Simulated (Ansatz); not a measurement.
InH2(CCH) (C₂H₃In). The state is a singlet with charge 0. Geometry PBE-D4/def2-TZVP, basis def2-TZVP, Ansatz.

```csv
run,HOMO (eV),LUMO (eV)
A,-6.78,-2.48
B,-7.72,-2.01
C,-9.94,-0.47
D,-8.74,-1.35
E,-6.50,-2.64
F,-6.72,-3.03
```

In the def2 sets In takes a core potential; there is no spin–orbit coupling.

Q: The runs used BHLYP, LDA (SPW92), PBE0, r2SCAN, revPBE, ωB97M-V. Estimate which is which.

A: A r2SCAN (0 % exact exchange); B PBE0 (25 % exact exchange); C ωB97M-V (range-separated); D BHLYP (50 % exact exchange); E revPBE (0 % exact exchange); F LDA (SPW92) (0 % exact exchange). Exact exchange lowers occupied and raises empty levels; among semilocal functionals meta-GGAs tend to open the gap a little, and such runs are hard to tell apart. The gap grows from 3.69 eV (LDA (SPW92)) to 9.47 eV (ωB97M-V).
